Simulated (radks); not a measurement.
Task: Ionisation of neutral osmium, [Xe] 4f14 5d6 6s2, to [Xe] 4f14 5d6 6s1 as the strength of local exchange is varied. Method: scalar-relativistic Kohn-Sham, Slater X-alpha exchange (alpha = 2/3 is LDA exchange), no correlation, spin-polarised, spherical densities, point nucleus; open shells are filled with parallel spins first (spin-orbit coupling, left out, can overturn this in heavy ions); computed with a radial shooting solver on a logarithmic mesh with Libxc functionals.

| alpha | E(Os) (hartree) | exchange (hartree) | IE (eV) | -e of the level emptied (eV) | <r> of it (bohr) |
|---|---|---|---|---|---|
| 0.592 | -17200.1994 | -283.9533 | 6.995 | 4.075 (6s) | 3.236 |
| 0.607 | -17207.4333 | -291.2801 | 7.066 | 4.148 (6s) | 3.227 |
| 0.662 | -17233.9855 | -318.2008 | 7.330 | 4.422 (6s) | 3.194 |
| 0.667 | -17236.4015 | -320.6525 | 7.354 | 4.447 (6s) | 3.191 |
| 0.668 | -17236.8848 | -321.1429 | 7.359 | 4.453 (6s) | 3.190 |
| 0.758 | -17280.4369 | -365.3985 | 7.811 | 4.926 (6s) | 3.135 |
| 0.966 | -17381.5414 | -468.5684 | 8.930 | 6.122 (6s) | 3.011 |
| ? | -17405.9390 | -493.5538 | 9.215 | 6.430 (6s) | 2.981 |

Which alpha was used in the last row?

Result: alpha = 1.016. NIST Atomic Spectra Database: 8.438 eV (measured). The Delta-SCF value meets it near alpha = 0.87. Open shells are spherical and high-spin; term and fine-structure splittings are not resolved. Spin-orbit splitting is averaged out at the scalar-relativistic level.
